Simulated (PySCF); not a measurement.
Rigid-rotor lines calculated for a species of formula C4H5F3 (commonest isotopes; PBE0-D3(BJ)/def2-SVP geometry optimisation, gas phase (PySCF 2.14.0)), labelled J(Ka,Kc):

```csv
transition,MHz
"1(0,1) ← 0(0,0)",3615.2
"2(0,2) ← 1(0,1)",6933.1
"2(1,2) ← 1(1,1)",6414.1
"2(1,1) ← 1(1,0)",8046.6
"1(1,1) ← 0(0,0)",4813.6
```

(1) Find the rotational constants.

(2) What moments of inertia, asymmetry and inertial defect follow?

(3) Which dipole components do these lines need?

(4) Predict further lines from these constants: 2(2,1) ← 2(1,1); 3(3,1) ← 3(2,2); 3(3,1) ← 2(2,1); 3(2,1) ← 2(2,0); 2(2,0) ← 2(1,1); 1(1,0) ← 0(0,0); 2(1,1) ← 2(1,2); 3(2,2) ← 2(1,2); 1(1,0) ← 1(0,1); 3(2,1) ← 3(2,2).

(5) Which structure gave them?

## Answers

(1) 1(0,1) ← 0(0,0) is B + C, 2(1,1) ← 1(1,0) is 3B + C and 2(1,2) ← 1(1,1) is B + 3C, so B − C is half the difference of the last two, 816.2 MHz. 1(1,1) ← 0(0,0) is A + C. A = 3414.1, B = 2215.7, C = 1399.5 MHz.

(2) I = 505379 MHz·u·Å² over each constant: Ia = 148.03, Ib = 228.09, Ic = 361.12 u·Å²; κ = (2B − A − C)/(A − C) = -0.190 (asymmetric top); Δ = Ic − Ia − Ib = -14.99 u·Å².

(3) μa and μb (a-type: ΔKa even, ΔKc odd; b-type: both odd). The calculation gives |μa| = 1.12 D, |μb| = 0.85 D, |μc| = 1.04 D.

(4) 
```
     transition    MHz  type  branch
3(2,1) ← 3(2,2)   1294     a       Q
1(1,0) ← 1(0,1)   2015     b       Q
2(1,1) ← 2(1,2)   2449     a       Q
2(2,1) ← 2(1,1)   3595     c       Q
2(2,0) ← 2(1,1)   3893     b       Q
1(1,0) ← 0(0,0)   5630     c       R
3(3,1) ← 3(2,2)   8194     b       Q
3(2,1) ← 2(2,0)  11843     a       R
3(2,2) ← 2(1,2)  16890     c       R
3(3,1) ← 2(2,1)  19040     c       R
```

(5) `C/C(F)=C(/F)CF`, point group C1. Three constants can't fix a structure by themselves; this is the one that was computed:
```
atom  x, y, z in Å
C1     1.350   -0.613    0.705
C2     0.731    0.648    0.233
F3     1.483    1.732    0.441
C4    -0.458    0.811   -0.356
F5    -0.833    2.034   -0.754
C6    -1.487   -0.227   -0.676
F7    -1.549   -1.217    0.271
H8     1.556   -0.549    1.785
H9     0.696   -1.472    0.527
H10    2.314   -0.768    0.195
H11   -1.303   -0.703   -1.656
H12   -2.459    0.291   -0.725
```

The values belong to one conformer (point group C1) with, in the numbering `[CH3:1]/[C:2]([F:3])=[C:4](/[F:5])[CH2:6][F:7]`, C2–C4–C6–F7 35°. PBE0-D3(BJ)/def2-SVP frequencies: not computed here. These are rigid-rotor constants of the computed structure; measured ground-state constants (B0) also hold zero-point vibration. A rigid rotor knows nothing of internal rotation, which can split or shift real lines.
